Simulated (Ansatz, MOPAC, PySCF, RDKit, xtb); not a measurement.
Noncovalent pair: C2H2 (SMILES C#C) (first 4 atoms) with N2 (SMILES N#N); geometry from B3LYP-D3(BJ)/def2-TZVP, rigid monomers moved along the line of their centres of mass till H4···N6 is 3.63 Å.
(charge 0, multiplicity 1):
```xyz
6

C     -0.4374     0.4278    -1.0306
C     -0.0409     0.0401     0.0303
H     -0.7903     0.7730    -1.9716
H      0.3088    -0.3019     0.9744
N      0.6010    -0.5901     5.6586
N      0.6747    -0.6610     4.5728
```

```
level                                                     interaction energy (kcal/mol)  minus MP2/CBS(aug-cc-pVDZ, aug-cc-pVTZ) + ΔCCSD(T)/aug-cc-pVDZ  cost
--------------------------------------------------------  -----------------------------  --------------------------------------------------------------  ----
MMFF94                                                                            -0.11                                                            0.21     -
UFF                                                                               -0.13                                                            0.19     -
GFN-FF                                                                            -0.17                                                            0.15     -
AM1                                                                               -0.13                                                            0.19     -
PM3                                                                               -0.14                                                            0.17     -
PM6                                                                               -0.20                                                            0.12     -
PM7                                                                               -0.26                                                            0.06     -
GFN1-xTB                                                                          -0.13                                                            0.19     -
GFN2-xTB                                                                          -0.25                                                            0.06     -
HF/3-21G (no counterpoise)                                                        -0.44                                                           -0.12     -
HF/6-31G*                                                                         -0.19                                                            0.13     -
HF/6-31G* (no counterpoise)                                                       -0.27                                                            0.05     -
HF/aug-cc-pVDZ                                                                    -0.17                                                            0.15     -
HF/aug-cc-pVTZ                                                                    -0.17                                                            0.14     -
PBE/def2-TZVPPD                                                                   -0.27                                                            0.05    ×1
PBE-D4/def2-TZVPPD                                                                -0.33                                                           -0.02    ×1
BP86/6-31G* (no counterpoise)                                                     -0.23                                                            0.09     -
r2SCAN/def2-TZVPPD                                                                -0.20                                                            0.12    ×2
r2SCAN-D3(BJ)/def2-TZVPPD                                                         -0.27                                                            0.04    ×2
r2SCAN-D4/def2-TZVPPD                                                             -0.25                                                            0.07    ×2
B3LYP/3-21G (no counterpoise)                                                     -0.46                                                           -0.14     -
B3LYP/6-31G*                                                                      -0.17                                                            0.15     -
B3LYP/6-31G* (no counterpoise)                                                    -0.31                                                            0.01     -
B3LYP/6-311+G** (no counterpoise)                                                 -0.20                                                            0.12     -
B3LYP/def2-TZVPPD                                                                 -0.14                                                            0.18    ×1
B3LYP-D3(BJ)/def2-TZVPPD                                                          -0.30                                                            0.02    ×1
B3LYP-D4/def2-TZVPPD                                                              -0.21                                                            0.11    ×1
PBE0/def2-TZVPPD                                                                  -0.24                                                            0.08    ×2
PBE0-D3(BJ)/def2-TZVPPD                                                           -0.36                                                           -0.04    ×2
PBE0-D4/def2-TZVPPD                                                               -0.31                                                            0.01    ×2
M06-2X/6-31G* (no counterpoise)                                                   -0.41                                                           -0.09     -
wB97X-V/def2-TZVPPD                                                               -0.30                                                            0.02    ×3
wB97M-V/def2-TZVPPD                                                               -0.30                                                            0.02    ×3
MP2/6-31G*                                                                        -0.33                                                           -0.01     -
MP2/aug-cc-pVDZ                                                                   -0.35                                                           -0.03     -
MP2/aug-cc-pVTZ                                                                   -0.35                                                           -0.03    ×3
SCS-MP2/aug-cc-pVTZ                                                               -0.31                                                            0.01     -
CCSD/aug-cc-pVDZ                                                                  -0.29                                                            0.03     -
CCSD(T)/aug-cc-pVDZ                                                               -0.31                                                            0.00    ×6
MP2/CBS(aug-cc-pVDZ, aug-cc-pVTZ) + ΔCCSD(T)/aug-cc-pVDZ                          -0.32                                                            0.00    ×8
```

 The comparison column counts from a level with limits of its own.

The rows run from -0.46 (B3LYP/3-21G (no counterpoise)) to -0.11 kcal/mol (MMFF94). In aug-cc-pVDZ the value moves HF -0.17, MP2 -0.35, CCSD -0.29, CCSD(T) -0.31, a shift of -0.14 from HF to CCSD(T). From aug-cc-pVDZ to aug-cc-pVTZ MP2 changes by 0.00. The dispersion term adds -0.07 in PBE-D4, -0.08 in r2SCAN-D3(BJ), -0.06 in r2SCAN-D4. The 6 functionals in def2-TZVPPD without D3 or D4 span 0.16, from wB97X-V to B3LYP.

Monomers are frozen at their geometry in the pair; levels with a basis set take the counterpoise correction. Rows marked so take none. RDKit's UFF carries no charges.

Cores are frozen in the correlated methods. CBS: X⁻³ extrapolation of the correlation energy, Hartree–Fock from the larger set. Rows in 3-21G, 6-311+G**, 6-31G* carry no dispersion term and start afresh at each structure (6-31G* with six Cartesian d functions). MP2/6-31G* freezes PySCF's default core. The state that AM1, PM3, PM6, PM7 reach isn't checked; PM7 holds dispersion and hydrogen-bond terms.

Codes used: Ansatz (Gaussian orbitals); MOPAC for AM1, PM3, PM6, PM7 (differences of heats of formation); PySCF for 3-21G rows, 6-311+G** rows, 6-31G* rows, the dispersion terms; RDKit for the force fields; xtb for the GFN methods. 

Costs are rough ratios of core time to PBE/def2-TZVPPD (about 4 s over the structures, on one shared machine); a dash marks a level with no comparable run of its own.

Ansatz is a program for electronic structure.
